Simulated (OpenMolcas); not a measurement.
**Cr4+: moving the ligands**

Cr4+ with 6 ligands (sulfide) in octahedral coordination (Oh) at 2.33 Å. A charge of +1.33 e stands 2.8 Å behind each ligand. Ligand basis ANO-RCC-VDZP.

```json
{"Program": "OpenMolcas", "Method": "CASSCF", "Basis": "ANO-RCC-VTZP [6s5p3d2f1g]", "Scalar Hamiltonian": "DKH2, point nucleus", "Active space": "2 electrons in 5 orbitals (3d)", "State averaging": "2S+1 = 3 even, 10 roots; 2S+1 = 1 even, 15 roots", "Spin-orbit coupling": "state interaction with AMFI integrals over the reference wave functions"}
```

Runs around this geometry, states (labels of O, the rotations of Oh). Energies in cm-1 above the lowest state or level, χT in cm3 K/mol; under a threefold ground state the first gap can be a small split of the lowest multiplet, not the spin-orbit step.

| R (Å) | Ground state | First state of that spin | First gap with spin-orbit (degeneracies) | χT at 300 K | First state of another spin |
| --- | --- | --- | --- | --- | --- |
| 2.26 | 3T1 | 3T2 12261 | 7.4 (2, 3) | 0.770 | 1T2 13277 |
| 2.33 | 3T1 | 3T2 11180 | 8.6 (2, 3) | 0.762 | 1T2 13616 |
| 2.43 | 3T1 | 3T2 9780 | 10.2 (2, 3) | 0.755 | 1T2 13965 |

Taking the first state of the same spin as R^-n, n = -ln(9780 / 12261) / ln(2.43 / 2.26) = 3.1 between the shortest and longest distance.

An orbital triplet at a regular site is open to Jahn-Teller coupling, which can distort the site and quench the lowest spin-orbit gaps and is left out. Without dynamic correlation the repulsion within the d shell is too large (B by tens of per cent), so at a given field states of lower spin stand too high. The sulfide ions are held by bare point charges, a crude embedding. Ligand-to-metal charge-transfer states are missing. This ion would oxidise such ligands; the complex is a model and need not exist. With no ligand orbital active B as a rule stays too high, so bands that hang on it stand too high and its fall with covalency is understated. With metal d orbitals alone and no dynamic correlation the field as a rule comes out too small, by tens of per cent, by up to half for chloride and softer ligands. The least metal-like active orbital is 69 % on the metal (Löwdin) and no ligand orbital is active, so the numbers are rough (holds for R = 2.26). The least metal-like active orbital is 71 % on the metal (Löwdin) and no ligand orbital is active, so the numbers are rough (holds for R = 2.33). The least metal-like active orbital is 72 % on the metal (Löwdin) and no ligand orbital is active, so the numbers are rough (holds for R = 2.43). No measured value stands beside these numbers; the geometry was imposed, not optimised, and the real ion may take another.
